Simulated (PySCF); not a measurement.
Species: C4HClNPS.
Bonds: N1–C2 (triple), C2–C3, C3–P4 (aromatic), P4–C5 (aromatic), C5–S6 (aromatic), S6–C7 (aromatic), C7–Cl8, C3–C7 (aromatic). Hydrogens: H9 on C5.

NICS = −σ at a ghost point: NICS(0) at the centroid of the ring atoms, NICS(1) 1 Å to either side along the normal of their mean plane, zz for the tensor component along that normal. Level: GIAO PBE0/pcSseg-1 (PySCF, non-relativistic, gas phase) on the GFN2-xTB geometry, one conformer.

Ring bond lengths (Å), with Mayer bond orders in brackets: C3–P4 1.788 (1.07), P4–C5 1.702 (1.47), C5–S6 1.717 (1.15), S6–C7 1.722 (1.16), C7–C3 1.370 (1.43).

**Question.** Give the NICS values of each ring in ppm.

**Answer.** 
```
          ring                                                     type  NICS(0)  NICS(1), two faces  NICS(1)zz, two faces  rms pucker (Å)  centre to ring atoms, mean (Å)
C3–P4–C5–S6–C7  5-membered ring with P and S; formal bonds all aromatic    -11.4       -10.5 / -10.5         -21.8 / -21.8            0.00                            1.40
```

**Question.** What can be read from them?

**Answer.** 
- C3–P4–C5–S6–C7: mean NICS(1)zz -21.8 ppm, shielded.

**Question.** And the bond-length index? HOMA takes Krygowski's 1993 parameters.

**Answer.** 
- C3–P4–C5–S6–C7: HOMA 0.72; the largest term is that of C3–P4, α(R − Ropt)² = 0.96.

**Question.** What field does 7.05 T along the ring normal induce along that normal at the second NICS(1) probe listed for ring C3–P4–C5–S6–C7, 1 Å off the ring?

**Answer.** NICSzz × B0 = -21.8 ppm × 7.05 T = -154 μT, against the applied field.

**Question.** List the ring angles and the Hirshfeld charges of the ring atoms.

**Answer.** 
- C3–P4–C5–S6–C7: C3 117.0° (-0.081 e), P4 92.2° (+0.129 e), C5 119.7° (-0.133 e), S6 94.3° (+0.158 e), C7 116.8° (-0.001 e); sum 540.0° against 540° for a flat convex ring.
